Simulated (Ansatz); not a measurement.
Name a neutral molecule of Al, C, S, Si and H with HOMO energy (PBE0/def2-TZVPP) between -8.00 and -7.70 eV and zero-point energy (PBE0-D4/def2-TZVP) between 211 and 227 kJ/mol (Ansatz, PBE0-D4/def2-TZVP geometry).

`[SiH3][CH2][AlH][S][SiH3]` (-7.71 eV, 225.6 kJ/mol). Other molecules can fit too; these were computed, each in one conformer that needn't be the lowest.
